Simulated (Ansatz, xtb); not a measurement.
**Relaxing a trial structure of CH6Sn2**

The starting geometry of this gas-phase singlet was built from a drawn formula by distance geometry and a force field; its bonds are those of `[CH][SnH2][SnH3]`.

```yaml
atoms:
  - { symbol: C, position_ang: [0.2167, 3.2586, 1.3979] }
  - { symbol: Sn, position_ang: [-0.3112, 2.0744, -0.3233] }
  - { symbol: Sn, position_ang: [0.0506, -0.6610, 0.3728] }
  - { symbol: H, position_ang: [1.2078, 3.0606, 1.6924] }
  - { symbol: H, position_ang: [-1.9249, 2.2864, -0.7558] }
  - { symbol: H, position_ang: [0.7884, 2.4515, -1.6441] }
  - { symbol: H, position_ang: [1.7782, -0.8998, 0.8615] }
  - { symbol: H, position_ang: [-0.2819, -1.6800, -0.9987] }
  - { symbol: H, position_ang: [-0.9875, -1.0929, 1.6827] }
```

Question: Where would you expect an optimisation with r2SCAN-D4/def2-SVP to take it?

Answer: It rearranges to `[SnH2]=[CH][SnH3]`. Contacts that open: Sn2–Sn3 (2.85 → 3.63 Å). Contacts that close: C1–Sn3 (4.05 → 2.12 Å).

The energy falls by 2.58 eV over 28 steps:

```csv
step,E − E(last) (eV)
1,2.576
4,2.297
7,2.042
10,1.167
13,0.672
16,0.272
19,0.037
22,0.004
25,0.000
28,0.000
```

Final geometry (Å):

```csv
atom,x (Å),y (Å),z (Å)
C,0.4848,1.6018,0.6280
Sn,-0.2635,2.5373,-0.9433
Sn,0.1823,-0.4466,1.0827
H,1.1011,2.2122,1.3023
H,-1.2407,1.7430,-2.0916
H,-0.0079,4.1889,-1.2932
H,1.6786,-1.2911,1.1292
H,-0.8163,-1.1196,-0.1399
H,-0.5822,-0.6280,2.6114
```

From the same start GFN2-xTB reaches the same bonding as this run.

The end wasn't checked by frequencies. Atoms past krypton carry core potentials, without spin–orbit terms. Run with Ansatz 0.2.0, 2 min on 1 thread of Arm Neoverse V1 (shared host).
